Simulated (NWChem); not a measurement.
## Ionisation of neopentane (C5H12)

SMILES: CC(C)(C)C
```xyz
17

C      1.2503     0.0000     0.8840
C      0.0000     0.0000     0.0000
C     -1.2503     0.0000     0.8840
C      0.0000    -1.2503    -0.8840
C      0.0000     1.2503    -0.8840
H      1.2791    -0.8899     1.5334
H      2.1687     0.0000     0.2749
H      1.2791     0.8899     1.5334
H     -2.1687     0.0000     0.2749
H     -1.2791    -0.8899     1.5334
H     -1.2791     0.8899     1.5334
H      0.0000    -2.1687    -0.2749
H      0.8899    -1.2791    -1.5334
H     -0.8899    -1.2791    -1.5334
H      0.8899     1.2791    -1.5334
H      0.0000     2.1687    -0.2749
H     -0.8899     1.2791    -1.5334
```
Charge 0, spin multiplicity 1.

All runs are NWChem calculations. All single points use one geometry, from PBE0/def2-SVP, held to C2v symmetry and with no frequency check, so it may be a saddle point.

Basis set: def2-SVP. The species with one electron less has spin multiplicity 2 and keeps the geometry of the parent. Δ marks differences of total energies (open shells unrestricted; coupled cluster on restricted open-shell references). −ε marks an orbital energy of the parent. That orbital need not have the symmetry of the hole or added electron in the Δ rows.

The correlated methods keep 5 core orbitals frozen. B3LYP has NWChem's definition, with VWN1-RPA local correlation. The stability of the SCF solutions was not checked.

Question: Order these methods by the first vertical ionisation energy they give, lowest first: ΔLC-wPBE (omega 0.3 per bohr), −ε(HOMO) of B3LYP, ΔPBE, ΔPBE0.

Answer: −ε(HOMO) of B3LYP (8.75 eV), ΔPBE (10.51 eV), ΔPBE0 (10.93 eV), ΔLC-wPBE (omega 0.3 per bohr) (11.07 eV)
